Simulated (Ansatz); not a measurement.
Two isomers of C2H4SSi: A = `C=C1[SiH2]S1`, B = `SC1=C[SiH2]1`.

Calculated with Ansatz (gas phase, PBE0-D4/def2-TZVP geometries, no zero-point term in ΔE). CBS: MP2 limit from def2 TZ/QZ plus the TZ coupled-cluster correction, frozen cores. DFT in def2-TZVPP. B3LYP here is the variant with VWN-RPA as its local correlation; programs differ in this. Each species was taken in one conformer, which may not be the lowest.

**Question.** Which isomer does CCSD(T)/CBS put lower? Give the gap. (Estimate.)

**Answer.** Ansatz gave: A, by 23.1 kcal/mol.

**Question.** Give E(B) − E(A) in kcal/mol with B3LYP-D4, CCSD/def2-TZVPP, BLYP-D4, LDA (SPW92), PBE0-D4, B3LYP, ωB97M-V. (Estimate.)

**Answer.** Computed: B3LYP-D4 23.0, CCSD/def2-TZVPP 21.9, BLYP-D4 23.5, LDA (SPW92) 22.5, PBE0-D4 22.7, B3LYP 22.8, ωB97M-V 21.8. None reverses the order clearly.

**Question.** Does the order hold for the free energy at 298.15 K (harmonic terms from PBE0-D4)? (Best estimate.)

**Answer.** The calculation gave: Yes: G(B) − G(A) = +21.3 kcal/mol, for one conformer each.

Largest T1 diagnostic: 0.014.

Leaving LDA and LC-ωPBE aside and taking each functional with its dispersion term where it has one, the values, not all of them listed here, spread over 1.8 kcal/mol, from ωB97X-V to BLYP-D4. At CCSD(T), def2-SVP lies −2.4 kcal/mol from the extrapolated value and def2-TZVPP −0.6 kcal/mol.
